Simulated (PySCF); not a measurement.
SMILES [NH2][GaH][NH2] (H5GaN2) (B3LYP/def2-SVP optimised geometry):

```
8

Ga    -0.280     0.593     0.000
H     -1.090     1.924     0.000
N      1.543     0.593     0.000
H      2.100     1.440     0.002
H      2.126    -0.236     0.001
N     -1.118    -1.026     0.000
H     -0.649    -1.924     0.000
H     -2.126    -1.131     0.000
```

Calculation: B3LYP/def2-TZVP (PySCF).

### Question
What are the frontier orbital energies and the dipole moment?

### Answer
HOMO-2 -8.72 eV, HOMO-1 -7.26 eV, HOMO -6.44 eV, LUMO 0.03 eV, LUMO+1 0.18 eV; dipole moment 0.83 D.

On the same geometry PySCF with PBE/def2-TZVP gives HOMO-2 -7.58 eV, HOMO-1 -6.09 eV, HOMO -5.29 eV, LUMO -0.46 eV, LUMO+1 -0.33 eV; dipole moment 0.93 D.

Meta-Löwdin charges at B3LYP/def2-TZVP: Ga1 0.53, H2 -0.08, N3 -0.68, H4 0.23, H5 0.22, N6 -0.68, H7 0.22, H8 0.23.
